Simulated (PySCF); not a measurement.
Field gradients at the hydrogen positions

C3H6F2Si2.
Cartesian coordinates in Å at the GFN2-xTB level; atoms count from 1:
```
atom  x, y, z in Å
C1     2.808   -0.332    0.866
C2     1.918    0.307    0.372
Si3    0.554    1.300   -0.390
C4    -1.095    0.527    0.184
Si5   -1.359   -1.250   -0.366
F6    -2.870   -1.709   -0.083
F7    -1.306   -1.320   -1.966
H8     3.586   -0.894    1.300
H9     0.683    1.252   -1.848
H10    0.637    2.679    0.111
H11   -1.914    1.140   -0.198
H12   -1.153    0.585    1.271
H13   -0.494   -2.284    0.147
```

Level: PBE0/pcSseg-1 (PySCF, non-relativistic); Q(2H) = 0.00286 b; rigid geometry, the same for H and D, with no vibrational averaging.

Task: Rank these positions by the coupling χzz of a deuteron there, largest first.
A. H8 (alkyne hydrogen)
B. H10 (Si–H hydrogen)
C. H13 (Si–H hydrogen)
D. H12 (methylene hydrogen)

Result: A (259 kHz), D (214 kHz), C (115 kHz), B (105 kHz).

Task: What are Vzz, η and χzz (234.96 MHz × Q × Vzz) at all hydrogens?

Result: 
| atom | bonded to | bond length (Å) | Vzz (au) | η | χzz (kHz) |
| --- | --- | --- | --- | --- | --- |
| H8 | C1 | 1.053 | 0.3855 | 0.00 | 259 |
| H9 | Si3 | 1.465 | 0.1587 | 0.01 | 107 |
| H10 | Si3 | 1.470 | 0.1557 | 0.01 | 105 |
| H11 | C4 | 1.092 | 0.3150 | 0.00 | 212 |
| H12 | C4 | 1.090 | 0.3185 | 0.01 | 214 |
| H13 | Si5 | 1.442 | 0.1710 | 0.01 | 115 |

Task: Average by the element that carries the hydrogen.

Result: on C: 228 kHz over 3 positions, mean bond length 1.078 Å; on Si: 109 kHz over 3 positions, mean bond length 1.459 Å.

Isolated species at its GFN2-xTB geometry (one conformer only). GFN2-xTB bond lengths can be off by several hundredths of an ångström, more for odd bonds, and the gradients follow them. The small basis limits the accuracy of the gradients.
